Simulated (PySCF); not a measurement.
**Ni²⁺: ionisation energy**

Ni²⁺ [Ar] 3d8 (3F) → Ni³⁺ [Ar] 3d7 (4F), as a difference of total energies. Computed with PySCF 2.14 in x2c-SVPall (5s3p3d1f, 36 functions), with the spin-free X2C one-electron Hamiltonian (Gaussian nucleus). Correlated levels: valence: [Ar] frozen. The calculations carry no spin-orbit coupling.

```tsv
method	ionisation energy (eV)
UHF	32.895
PBE	36.184
B3LYP	36.013
MP2 (valence)	34.583
SCS-MP2 (valence)	34.465
```

Task: How much does correlation contribute at MP2 (valence)?

Result: 34.583 − (32.895) = 1.688 eV, measured against UHF.

The reference lies between the lowest fine-structure levels, while these numbers refer to the centres of the terms.

Errors of the correlated levels include the incompleteness of this basis and the frozen core.

For comparison: 35.187 ± 0.019 eV (measured; NIST Atomic Spectra Database, ionization energies).
